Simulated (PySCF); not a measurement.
# Correlation energy of Ru (ruthenium, neutral)

[Kr] 4d7 5p1, one real determinant (an excited configuration). Computed with PySCF 2.14 in x2c-QZVPPall, with the spin-free X2C one-electron Hamiltonian (Gaussian nucleus). Frozen: [Kr]; 8 electrons correlated.

MP2 pair energies summed by pair of shells (mhartree):

```csv
pair,energy,share (%)
4d-4d,-164.78,91.9
4d-5p,-14.57,8.1
```

Total MP2 correlation energy: -179.35 mhartree.

Same-spin part -77.47 and opposite-spin part -101.88 mhartree; SCS-MP2 scales them by 1/3 and 6/5 to -148.08 mhartree.

The basis was made for the ground configuration and has no added diffuse functions, which can raise the energy of the promoted electron.

The reference is one real determinant that mixes LS terms of this configuration.
